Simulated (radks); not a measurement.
Removal energies from the nickel ion Ni8+, [Ar] 3d2, by Delta-SCF beside the eigenvalue of the level emptied. Method: scalar-relativistic Kohn-Sham, BLYP, spin-polarised, spherical densities, finite nucleus; Fermi nuclear charge, rms radius of each element as measured or else 0.836 A^(1/3) + 0.57 fm; computed with a radial shooting solver on a logarithmic mesh with Libxc functionals. Open shells are filled with parallel spins first.

| removed from | final configuration | Delta-SCF (eV) | -eigenvalue (eV) |
|---|---|---|---|
| 3d | [Ar] 3d1 | 192.65 | 177.38 |
| 3p | [Ne] 3s2 3p5 3d2 | 253.58 | 239.05 |
| 3s | [Ne] 3s1 3p6 3d2 | 294.86 | 280.21 |
| 2p | [He] 2s2 2p5 3s2 3p6 3d2 | 1077.6 | 1037.2 |
